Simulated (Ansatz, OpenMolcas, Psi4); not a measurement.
# How methods differ on CuF (fluorocopper)

The species is CuF (2 atoms), meant as a singlet with charge 0. As SMILES, `[F][Cu]`. The coordinates come from a PBE0-D4/def2-TZVP relaxation.

```xyz
2

F     0.7510   -0.2689    0.3771
Cu   -0.7510    0.2689   -0.3771
```

Each level gives the energy change with the F1–Cu2 bond stretched from 1.765 to 2.647 Å (eV). The values are calculated.

```
                                                               level                   kind     program  value (eV)  less CCSD(T)/def2-TZVPP  CPU time (all runs)
                                       SVWN5/def2-TZVPP (restricted)                    LDA        Psi4        2.40                    +0.30                 37 s
                                       M06-L/def2-TZVPP (restricted)               meta-GGA  OpenMolcas        2.27                    +0.17                 42 s
                                        TPSS/def2-TZVPP (restricted)               meta-GGA        Psi4        2.07                    -0.03                 73 s
                                       B3LYP/def2-TZVPP (restricted)          global hybrid        Psi4        2.04                    -0.06                 44 s
DSD-PBEP86/def2-TZVPP (density fitting for correlation) (restricted)          double hybrid        Psi4        2.24                    +0.14                 26 s
                                         MP3/def2-TZVPP (restricted)    perturbation theory        Psi4        1.94                    -0.16                 36 s
      OMP2/def2-TZVPP (density fitting for correlation) (restricted)    perturbation theory        Psi4        2.36                    +0.26                 97 s
                                     CCSD(T)/def2-TZVPP (restricted)  coupled cluster or CI      Ansatz        2.10                     0.00                 27 s
```

CCSD(T)/def2-TZVPP (restricted) is the highest level here, not the true value. The first shape isn't each level's own minimum. The values span 1.94 to 2.40 eV. Times are those of the runs behind each value, whatever else they computed, on shared processors of several kinds: orders of magnitude only.
